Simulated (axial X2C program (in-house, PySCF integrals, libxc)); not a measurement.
Working with the constants of RbS

A bond curve at the CCSD(T) level, 2c, was computed with an in-house relativistic program for diatomic molecules (basis Rb dyall-cv3z [12s13p8d4f1g], S dyall-av3z [9s8p3d2f] (cores contracted in-house)) for the state Ω = 3/2 (⟨Sz⟩ = 0.50, ⟨Lz⟩ = 1.00 at HF). Its fit gives Re = 2.9666 Å, ωe = 211.3 cm⁻¹, ωexe = 0.737 cm⁻¹ and αe = 4.181e-04 cm⁻¹; the masses are 84.9118 and 31.9721 u. Two-component means X2C with spin–orbit coupling and atomic mean-field Coulomb and Gaunt terms.

Correlated methods: 15 electrons correlated (number of frozen shells: Rb 3 s, 2 p, 1 d; S 2 s, 1 p), 261 virtual spin orbitals or spinors in MP2, 90 natural virtuals in coupled cluster.

Question: Find the reduced mass, Be and the force constant.

Answer: From the CCSD(T) values: μ = 23.2265 u. Be = 16.8576/(μ Re²) = 0.08247 cm⁻¹. k = 5.8918×10⁻⁷ μ ωe² = 0.611 mdyn/Å.

Question: A Morse curve ties αe to the other constants (Pekeris). How well does that hold?

Answer: αe(Morse) = 6Be²/ωe × (√(ωexe/Be) − 1) = 3.842e-04 cm⁻¹; the CCSD(T) curve gives 4.181e-04 cm⁻¹, a ratio of 0.92.

Question: Estimate De from a Morse curve and compare with the computed well depth of 2.533 eV to Rb + S.

Answer: De(Morse) = ωe²/(4ωexe) = 1.878 eV against 2.533 eV computed, a ratio of 0.74. The extrapolation falls short: long-range attraction (ionic or ion–induced dipole) or a change of character along the curve can cause this.

Question: Where do the fundamental and the first overtone lie?

Answer: ν(1←0) = ωe − 2ωexe = 209.8 cm⁻¹; ν(2←0) = 2ωe − 6ωexe = 418.2 cm⁻¹.

Question: Estimate the centrifugal constant by the Kratzer relation.

Answer: D = 4Be³/ωe² = 5.03e-08 cm⁻¹.

The state is one determinant whose occupation by symmetry is held fixed; it was picked as the lowest of a PBE0 search that is not exhaustive. De is counted from the lowest determinant-based energies of the atoms at the same level, without counterpoise correction. CCSD and (T) use frozen natural virtuals with an MP2 correction for the truncation; (T) itself is uncorrected, so its De runs slightly low. PBE0 can misorder states that lie within some tenths of an eV, so this need not be the ground state of the molecule. The nearest other 2c determinant of the search, Ω = 1/2, lies 0.04 eV up at the distance of the search.
